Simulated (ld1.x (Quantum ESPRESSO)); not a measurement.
# Scattering properties, PAW potential for hafnium (Hf)

ld1.x (Quantum ESPRESSO) 7.5 input, shortened:

```
&input
   title='Hf', zed=72., rel=1, dft='BP', iswitch=3,
   config='[Xe] 4f14 5d2 6s1 6p1'
 /
 &inputp
   pseudotype=3, lpaw=.true., tm=.true., lloc=-1, rcloc=2.95,
   nlcc=.true., rcore=0.90,
   which_augfun='PSQ', rmatch_augfun_nc=.true.
 /
6
5S  1  0   2.00   0.00  1.70  1.85  0.0
6S  2  0   1.00   0.00  1.70  1.85  0.0
5P  2  1   6.00   0.00  2.25  2.60  0.0
6P  3  1   1.00   0.00  2.25  2.60  0.0
5D  3  2   2.00   0.00  2.40  3.20  0.0
5D  3  2   0.00   0.05  2.40  3.20  0.0
 &test
   configts(1)='5s2 5p6 5d2 6s1 6p1'
 /
```

The phase is arctan(r·u′/u) with u = r·R(r), unwrapped; energies in Ry, scanned from -7 to 5 Ry. A pole is an energy at which the radial function vanishes at the test radius. The pseudo phase is shifted by a multiple of π to meet the all-electron one at the reference energy, and phase errors are pseudo minus all-electron; the curves can meet again beyond the range given. Levels narrower than the energy grid can be missing from the lists of poles.

Task: For each channel, where are the poles, and over which energies does the pseudopotential scatter like the atom?

Result:

| channel | radius (bohr) | reference energy (Ry) | poles, all-electron | poles, pseudo | unbroken range about the reference energy with phases within 0.05 rad | phase error 1 Ry above the reference energy (rad) |
| --- | --- | --- | --- | --- | --- | --- |
| s | 3.51 | -0.45 | 0.43 | 0.43 | the whole range | +0.000 |
| p | 3.51 | -0.16 | -2.72, 1.41 | -2.72, 1.38 | below 2.7 | -0.002 |
| d | 3.51 | -0.30 | -0.05, 3.23 | -0.05, 3.32 | below 4.7 | +0.000 |

Phases in the p channel:

```csv
E (Ry),all-electron,pseudo
-7.00,1.459,1.459
-6.74,1.456,1.456
-6.48,1.454,1.454
-6.22,1.451,1.451
-5.96,1.448,1.448
-5.70,1.446,1.445
-5.44,1.442,1.442
-5.18,1.438,1.438
-4.92,1.435,1.435
-4.66,1.430,1.430
-4.40,1.425,1.425
-4.14,1.420,1.420
-3.88,1.414,1.414
-3.62,1.407,1.407
-3.36,1.398,1.398
-3.10,1.385,1.385
-2.84,1.346,1.346
-2.58,-1.740,-1.740
-2.32,-1.768,-1.768
-2.06,-1.788,-1.788
-1.80,-1.809,-1.809
-1.54,-1.836,-1.836
-1.28,-1.871,-1.871
-1.02,-1.923,-1.923
-0.76,-2.005,-2.005
-0.50,-2.158,-2.158
-0.24,-2.516,-2.516
0.02,-3.390,-3.391
0.28,-4.141,-4.143
0.54,-4.432,-4.434
0.80,-4.566,-4.568
1.06,-4.644,-4.646
1.32,-4.697,-4.701
1.58,-4.740,-4.745
1.84,-4.777,-4.785
2.10,-4.814,-4.827
2.36,-4.856,-4.876
2.62,-4.907,-4.944
2.88,-4.980,-5.057
3.14,-5.104,-5.309
3.40,-5.374,-6.094
3.66,-6.120,-7.138
3.92,-7.065,-7.492
4.18,-7.435,-7.631
4.44,-7.587,-7.705
4.70,-7.668,-7.751
4.96,-7.719,-7.785
```
